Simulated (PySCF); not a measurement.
# Reading the logs of faulty runs: ClGeH2NSi

Calculated results; nothing here was measured. The program is PySCF 2.14.0, an open-source quantum chemistry code, run on an isolated molecule that a program drew, which may never have been made. The molecule is ClGeH2NSi (charge 0, singlet), drawn as the SMILES string `Cl[SiH]=[N][GeH]`.

Each row is a Hartree-Fock (HF) and frozen-core CCSD(T) single point in the cc-pV(D+d)Z basis, meant for a local HF minimum. Run 1 is clean. Each other run has one planted mistake out of seven kinds, and not every kind appears here: one electron removed, one electron added, multiplicity raised by two, geometry at a saddle point, minimal basis STO-3G, one bond length entered in bohr, all coordinates scaled. The reference is restricted for singlets and unrestricted otherwise, and also for a bond in bohr. Adding or removing an electron swaps singlet and doublet. Electrons count all cores. HOMO and LUMO are orbital energies over both spins, the gradient is its largest component, and the lowest frequency (negative if imaginary) is given only where the gradient is small. Bond lengths are over the 5 bonds as drawn. T1 is the CCSD diagnostic: over 0.02 (restricted) or 0.045 (unrestricted) a single reference is doubtful. Germanium has the cc-pVDZ-PP basis, with a core potential (ECP10MDF) in place of its 10 inner electrons, and its 3s, 3p and 3d shells are frozen in CCSD(T).

Geometry of the clean run:
```xyz
6
ClGeH2NSi, angstrom
Cl   -1.7849   -0.1643   -3.2475
Si   -1.5019   -0.4805   -1.2538
N    -2.2308    0.2629   -0.1078
Ge   -3.3368    1.0808    1.0708
H    -0.4901   -1.5244   -1.1153
H    -2.4042    2.3472    1.3496
```

| run | electrons | basis functions | <S^2> | HOMO (eV) | LUMO (eV) | gradient (hartree/bohr) | lowest frequency (cm^-1) | mean bond (Å) | longest bond (Å) | T1 | HF (hartree) | CCSD(T) (hartree) | mistake |
|---|---|---|---|---|---|---|---|---|---|---|---|---|---|
| 1 | 72 | 93 | 0.000 | -8.32 | 1.31 | 9.9e-06 | 54 | 1.6911 | 2.038 | 0.0193 | -1097.44697 | -1097.97389 | no fault |
| 2 | 72 | 93 | 0.000 | -8.62 | 0.86 | 4.5e-02 | - | 1.8095 | 2.181 | 0.0227 | -1097.41665 | -1097.95944 | all coordinates scaled |
| 3 | 72 | 93 | 0.000 | -8.16 | 0.64 | 1.4e-05 | -247 | 1.6969 | 2.034 | 0.0162 | -1097.43707 | -1097.96004 | geometry at a saddle point |
| 4 | 72 | 93 | 1.080 | -8.30 | -1.04 | 2.4e-02 | - | 2.0538 | 3.852 | 0.0371 | -1097.32313 | -1097.82575 | ? |

**Which mistake was planted in run 4, and what did it cost?**

The mean bond changes by a factor of 1.214 and the longest by 1.890, so the molecule wasn't scaled as a whole. A length L in bohr read as angstrom grows by (1/0.5292 - 1) L = 0.890 L. The 5 bonds together grew by 5 x 0.3627 = 1.813 Å, which gives L = 2.038 Å. That is bond Cl1-Si2, 2.038 Å in the clean geometry. So the mistake is: one bond length entered in bohr. Subtracting run 1 and multiplying by 627.51 kcal/mol a hartree, the energy moved by 77.7 kcal/mol in HF and 93.0 kcal/mol in CCSD(T).

Cautions from the logs. Run 2: T1 is over the limit, so its CCSD(T) energy is less reliable.
